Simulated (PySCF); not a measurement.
Stepwise substitution at one centre (Si C2H5-SH). Isolated molecules, 0 K electronic values unless said otherwise. One relaxed conformer stands for each flexible species; it need not be the lowest. Strings in code marks are SMILES.

The S1–T1 gap (TDA) from two functionals at the same geometries (PBE0-D4/def2-SVP), both in PySCF: PBE-D3(BJ)/def2-TZVP and B3LYP-D3(BJ)/def2-TZVP. B3LYP has the VWN-RPA correlation part, as in Gaussian. Excitations are Tamm–Dancoff values on a coarser integration grid. The basis has no diffuse functions, so Rydberg states are missing or too high.

```tsv
species	B3LYP-D3(BJ)/def2-TZVP (eV)
0 of 4 C2H5 replaced by SH (`CC[Si](CC)(CC)CC`)	0.16
1 of 4 C2H5 replaced by SH (`CC[Si](S)(CC)CC`)	0.48
3 of 4 C2H5 replaced by SH (`S[Si](S)(CC)S`)	0.41
4 of 4 C2H5 replaced by SH (`[Si](S)(S)(S)S`)	0.30
```

Task: What does PBE-D3(BJ)/def2-TZVP give for each?

Result: 
- 0 of 4 C2H5 replaced by SH (`CC[Si](CC)(CC)CC`): 0.09
- 1 of 4 C2H5 replaced by SH (`CC[Si](S)(CC)CC`): 0.36
- 3 of 4 C2H5 replaced by SH (`S[Si](S)(CC)S`): 0.31
- 4 of 4 C2H5 replaced by SH (`[Si](S)(S)(S)S`): 0.22
Over these rows, drawn at random from the members with no instability flagged (it was tested for open shells, ions and some series alone), PBE minus B3LYP-D3(BJ): mean -0.09 eV, from -0.11 eV to -0.07 eV.
